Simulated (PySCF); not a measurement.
C2H7AlOS, SMILES [OH][Al]([S]C)[CH3].

Geometry optimised at TPSSh-D3(BJ)/def2-SVP. The values are those of a single conformer.

Computed with HF/def2-TZVP run with PySCF.

Gas-phase values at a fixed geometry.

Computed frontier levels, gap, dipole moment and polarisability:
- highest occupied level = -9.51 eV
- lowest empty level = 2.48 eV
- orbital gap = 11.99 eV
- dipole moment = 2.26 D
- quadrupole, principal values (traceless, Buckingham form, about the centre of nuclear charge) = -4.91, 0.40, 4.52 D·Å
- mean static polarisability = 67.5 bohr³ (10.00 Å³)
- polarisability, principal values = 54.2, 64.0, 84.2 bohr³
